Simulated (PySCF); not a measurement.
Positional isomers: trisilane ethynyl. Gas-phase values, no solvent. One relaxed conformer stands for each flexible species; it need not be the lowest. Strings in code marks are SMILES.

Quantity: electronic energy of isomers of C2H8Si3 relative to `C#C[SiH2][SiH2][SiH3]`, in eV.

Case: `C#C[SiH]([SiH3])[SiH3]`. Geometry of `C(#C)[SiH]([SiH3])[SiH3]` (neutral, multiplicity 1, Å):

```xyz
13

C      2.9058    -0.7124     0.3148
C      1.7960    -0.3860    -0.0689
Si     0.1018     0.0956    -0.5591
Si    -0.4889     2.0485     0.6045
Si    -1.3590    -1.6690    -0.0404
H      3.8854    -0.9988     0.6438
H      0.0793     0.3568    -2.0349
H     -1.8716     2.4685     0.2131
H     -0.4658     1.7783     2.0753
H      0.4629     3.1605     0.2963
H     -0.9601    -2.9192    -0.7584
H     -1.3317    -1.9215     1.4335
H     -2.7540    -1.3015    -0.4409
```

Task: Predict the electronic energy of isomers of C2H8Si3 relative to `C#C[SiH2][SiH2][SiH3]` from PBE-D3(BJ)/def2-TZVP (PySCF).

Result: 0.006 eV.
